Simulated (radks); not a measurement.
Task: Excited configurations of Li III: one electron is placed in a higher orbital outside the bare nucleus. The ground configuration is 1s1. All-electron calculation, Dirac Kohn-Sham, PBE, spin-unpolarised, spherical densities, finite nucleus; open shells fill j = l - 1/2 first; Fermi nuclear charge, rms radius 2.444 fm. Program: a radial shooting solver on a logarithmic mesh with Libxc functionals. Excitation = E - E(ground); binding = E(ion) - E, where the ion is the core of charge +3; n* = 3/sqrt(2 binding) in atomic units, and the quantum defect is n - n*.

outer orbital  excitation (eV)  binding (eV)     n*  quantum defect  eigenvalue (eV)  <r> (bohr)
4d3/2                   110.45         7.772  3.969           0.031           -6.564       6.946
6s1/2                   114.66         3.557  5.867           0.133           -3.123       17.59
6d3/2                   114.67         3.553  5.871           0.129           -3.088       16.63

Estimate the row for 5s1/2.

Result: excitation (eV) 113.14; binding (eV) 5.079; n* 4.910; quantum defect 0.090; eigenvalue (eV) -4.437; <r> (bohr) 12.24. The Delta-SCF ionisation energy is 118.22 eV (NIST Atomic Spectra Database: 122.45 eV, theoretical). Self-interaction in the functional shifts the binding energies and quantum defects, so they are the method's values and not measured ones. Spin polarisation and multiplet splitting are left out, so open shells lie too high by an amount that depends on their filling.

Beside tabulated values, note that spin-unpolarised runs miss the spin-polarisation part of the exchange energy of open shells.
